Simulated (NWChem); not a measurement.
System: AlPH₄; SMILES [AlH2][PH2]

```xyz
6

Al    -0.0190     1.1968     0.0000
H     -0.0632     1.9762    -1.3851
H     -0.0632     1.9762     1.3851
P     -0.0893    -1.1289     0.0000
H      0.8565    -1.2885    -1.0579
H      0.8565    -1.2885     1.0579
```
Atoms are numbered in this order, from 1.

All runs: NWChem. Pople sets run with spherical d functions. The geometry was optimised at PBE0/def2-SVP. Vertical excitations in the gas phase; the lowest state need not have the same character in each row.

```tsv
level	lowest excitation, singlet (eV)	oscillator strength of that lowest state	orbital gap (eV)
PBE/6-31+G*, TDA	4.10	0.042	3.74
B3LYP/6-31+G*, TDA	[?]	0.039	[?]
PBE0/6-31+G*, TDA	4.47	0.041	5.51
CAM-B3LYP/6-31+G*, TDA	4.61	0.035	7.61
```

Some entries are withheld; supply them.


- B3LYP/6-31+G*, TDA, lowest excitation, singlet (eV): 4.34
- B3LYP/6-31+G*, TDA, orbital gap (eV): 5.09
